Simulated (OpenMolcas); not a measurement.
Fe3+ with 2 ligands (iodide) in linear coordination (D∞h) at 2.51 Å. Ligand basis ANO-RCC-VDZP.

| Item | Value |
| --- | --- |
| Program | OpenMolcas |
| Method | CASSCF |
| Basis | ANO-RCC-VTZP [6s5p3d2f1g] |
| Scalar Hamiltonian | DKH2, point nucleus |
| Active space | 5 electrons in 5 orbitals (3d) |
| State averaging | 2S+1 = 6 even, 1 root; 2S+1 = 4 even, 24 roots; 2S+1 = 2 even, 75 roots |
| Spin-orbit coupling | state interaction with AMFI integrals over the reference wave functions |

(1) What is the spin-free ground state (labels by Λ)?

(2) What are the lowest two levels with spin-orbit coupling?

(3) What is χT at 300 K, and how does it compare with the textbook value?

Results:

(1) 6Σ, 1-fold in its orbital part; it has the highest spin that d5 allows.

(2) A 2-fold level with g = 2.00, 6.01, 6.01, then a 2-fold level 5.7 cm-1 above it. Their leading multiplicities are 6 (100 %) and 6 (100 %).

(3) The lowest level has 2S+1 = 6, for which the spin-only value is χT = S(S+1) / 2 = 4.375 cm3 K/mol (g = 2). The computed 4.385 at 300 K differs by +0.010, little more than the free-electron g of 2.0023 accounts for.

Without dynamic correlation the repulsion within the d shell is too large (B by tens of per cent), so at a given field states of lower spin stand too high. Ligand-to-metal charge-transfer states are missing. With no ligand orbital active B as a rule stays too high, so bands that hang on it stand too high and its fall with covalency is understated. No measured value stands beside these numbers; the geometry was imposed, not optimised, and the real ion may take another.
